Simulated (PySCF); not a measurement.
A geometry optimisation on Sn(vinyl)(NCO)3 (`C=[CH][Sn]([N]=C=O)([N]=C=O)[N]=C=O`).

Computed with PBE0-D3(BJ)/def2-SVP geometry optimisation, gas phase, def2 core potentials past Kr (PySCF 2.14.0). Start geometry: GFN2-xTB. A driver script takes a list of jobs; this job's settings line and coordinates (Å) are shown.

Input:
```
{"job": {"xc": "PBE0", "basis": "def2-SVP", "d3": "d3bj", "grid": 1, "maxiter": 30, "shake": 0.03, "kind": "geom"}, "charge": 0, "multiplicity": 1}
Sn    -0.155880    -0.022990     0.009370
C     -0.414670    -0.137770     2.105610
C      0.568390    -0.368390     2.873060
H     -1.307820     0.003750     2.463640
H      1.625980    -0.501410     2.496770
H      0.481750    -0.429910     3.961180
N      1.717550    -0.175960    -0.567670
C      2.612190    -0.233770    -1.388520
O      3.470180    -0.324350    -2.017340
N     -0.858160     1.818980    -0.630790
C     -1.173800     2.646920    -1.437940
O     -1.437620     3.515920    -2.150340
N     -1.404420    -1.262130    -1.010390
C     -1.703930    -1.943530    -1.896530
O     -2.052510    -2.661460    -2.766110
```

Task: Estimate the output.

Result: 
```
step   0  E = -795.49092332  max force = 0.221287
step   1  E = -795.53906293  max force = 0.059639
step   2  E = -795.54121301  max force = 0.013917
step   3  E = -795.54235854  max force = 0.004763
step   4  E = -795.54252692  max force = 0.003022
step   5  E = -795.54262221  max force = 0.001421
step   6  E = -795.54269638  max force = 0.001982
step   7  E = -795.54272070  max force = 0.001776
step   8  E = -795.54272966  max force = 0.001556
step   9  E = -795.54276533  max force = 0.001456
step  10  E = -795.54280999  max force = 0.001196
step  11  E = -795.54283617  max force = 0.000808
step  12  E = -795.54284686  max force = 0.000438
optimisation converged
```

Energies in Eh; «max force» is the largest Cartesian gradient component in Eh/bohr.

Task: How much energy does the optimisation release, in kJ/mol?

Result: E(step 0) − E(last step) = 0.051924 Eh, which is 136.3 kJ/mol.

In short: final energy -795.54285 Eh after 12 steps; dipole 5.37 D.

Task: Where do the atoms end?

Result: 0.167 Å rms from the input after alignment:
```
atom  x, y, z in Å
Sn1   -0.3020    0.0517    0.0972
C2    -0.3172   -0.1955    2.1761
C3     0.8349   -0.4136    2.8127
H4    -1.2704   -0.1290    2.7096
H5     1.7914   -0.4783    2.2827
H6     0.8655   -0.5359    3.9012
N7     1.6084   -0.1578   -0.5038
C8     2.3781   -0.1227   -1.4335
O9     3.1717   -0.1059   -2.2880
N10   -0.9479    1.8589   -0.4851
C11   -1.3015    2.5958   -1.3718
O12   -1.6537    3.3546   -2.1849
N13   -1.4192   -1.2640   -0.9254
C14   -1.6165   -1.9334   -1.9079
O15   -1.8543   -2.6010   -2.8349
```

Task: How long does this job take on one thread, Arm Neoverse V2 (aarch64), no GPU, on a shared host? And the peak memory of the process?

Result: About 5.0 min, with 0.90 GiB resident at the peak, the Python interpreter and its libraries included.
Labels such as C1 count atoms from 1, the log's own numbers from 0.
